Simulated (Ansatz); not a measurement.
Geometry optimisation, RKS B3LYP/def2-mTZVP in Ansatz 0.2.0.

input.yaml

```yaml
crystal:
  periodic: [false, false, false]
  atoms:
    - { symbol: "N", position_ang: [-0.1293, 0.7995, -1.3431] }
    - { symbol: Ge, position_ang: [0.3974, -0.2097, 0.0707] }
    - { symbol: O, position_ang: [0.6794, -1.8705, -0.5169] }
    - { symbol: S, position_ang: [-1.0914, -0.2351, 1.6416] }
    - { symbol: H, position_ang: [-1.0851, 0.4351, -1.6921] }
    - { symbol: H, position_ang: [-0.3877, 1.806, -0.9661] }
    - { symbol: H, position_ang: [1.7326, 0.3936, 0.6606] }
    - { symbol: H, position_ang: [1.0865, -2.3345, 0.2889] }
    - { symbol: H, position_ang: [-1.1139, 1.1694, 1.8392] }
basis:
  gaussian: { orbitals: def2-mTZVP }
hamiltonian:
  xc: b3lyp
relax:
  f_tol: 0.015
  max_steps: 40
```

Run as:

```bash
$ ansatz run input.yaml --threads 2 --pin off --max-ram 3072MiB --backend cpu --events-out ev --progress --plain --runs-dir out
```

Q: Where does it end, and by what steps?

A: The forces met the threshold. After 26 steps the energy has fallen by 0.599 eV; H9 moved furthest, 1.48 Å.

| step | energy less start (eV) | largest force component (eV/Å) | accepted |
| --- | --- | --- | --- |
| 0 | 0.0000 | 2.898 | yes |
| 1 | -0.4102 | 1.203 | yes |
| 2 | -0.5057 | 0.891 | yes |
| 3 | -0.5446 | 0.220 | yes |
| 4 | -0.5542 | 0.072 | yes |
| 5 | -0.5693 | 0.233 | yes |
| 6 | -0.5641 | 0.329 | no |
| 7 | -0.5747 | 0.055 | yes |
| 8 | -0.5754 | 0.211 | yes |
| 9 | -0.5765 | 0.227 | yes |
| 10 | -0.5789 | 0.050 | yes |
| 11 | -0.5826 | 0.036 | yes |
| 12 | -0.5533 | 0.812 | no |
| 13 | -0.5854 | 0.043 | yes |
| 14 | -0.5857 | 0.216 | yes |
| 15 | -0.5890 | 0.094 | yes |
| 16 | -0.5907 | 0.067 | yes |
| 17 | -0.5957 | 0.028 | yes |
| 18 | -0.5562 | 0.929 | no |
| 19 | -0.5975 | 0.052 | yes |
| 20 | -0.5970 | 0.117 | no |
| 21 | -0.5981 | 0.027 | yes |
| 22 | -0.5986 | 0.052 | yes |
| 23 | -0.5987 | 0.075 | yes |
| 24 | -0.5991 | 0.038 | yes |
| 25 | -0.5993 | 0.035 | yes |
| 26 | -0.5994 | 0.007 | yes |

```xyz
9
Properties=species:S:1:pos:R:3
N -0.095 0.777 -1.526
Ge 0.378 0.089 0.103
O 0.834 -1.600 -0.273
S -1.314 0.081 1.613
H -0.640 0.145 -2.101
H -0.520 1.697 -1.528
H 1.568 0.861 0.692
H 0.381 -2.230 0.303
H -0.504 0.132 2.699
```

The run took 100 s on 2 threads of Arm Neoverse V1, with other jobs on the host, peak memory 0.28 GiB.
